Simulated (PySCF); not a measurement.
C₃H₉Ge, SMILES [CH3][Ge]([CH3])[CH3] (connectivity only; charge and spin as stated), charge +1, multiplicity 1.

The structure is a stationary point at PBE-D3(BJ)/def2-SVP. The multiplicity is an assumed one; no other spin state was optimised. The isomer is the one that the SMILES or the coordinates give; other isomers of the formula were not compared.

Two levels are set side by side: TDDFT-PBE/def2-SVPD (PySCF) and TDDFT-CAM-B3LYP/def2-SVPD (PySCF). Vertical, same geometry. The lowest singlet is HOMO−1→LUMO 84 %, HOMO→LUMO 15 % with PBE and HOMO→LUMO 95 % with the other functional; states are paired by order. Differences are taken from unrounded values.

```json
[
 {"quantity": "lowest singlet excitation (eV)", "TDDFT-CAM-B3LYP": "5.12"},
 {"quantity": "lowest triplet excitation (TDA) (eV)", "TDDFT-CAM-B3LYP": "4.71"},
 {"quantity": "first bright state (f over 0.05) (eV)", "TDDFT-CAM-B3LYP": "8.66"},
 {"quantity": "its oscillator strength", "TDDFT-CAM-B3LYP": "0.32"}
]
```

Task: What does TDDFT-PBE give, and how far is it from TDDFT-CAM-B3LYP? (The exact figures need the calculation; the answer reports its results.)

Result: 
| quantity | TDDFT-PBE | TDDFT-PBE minus TDDFT-CAM-B3LYP |
|---|---|---|
| lowest singlet excitation (eV) | 4.73 | -0.38 |
| lowest triplet excitation (TDA) (eV) | 4.36 | -0.35 |
| first bright state (f over 0.05) (eV) | 6.68 | -1.99 |
| its oscillator strength | 0.05 | -0.27 |

A lower first singlet is the usual sign of a functional without exact exchange. Differences between two approximate levels are no errors against the true value.

Rough cost on one machine, each run with all the roots and properties that it gave: TDDFT-CAM-B3LYP against TDDFT-PBE about 6 times.
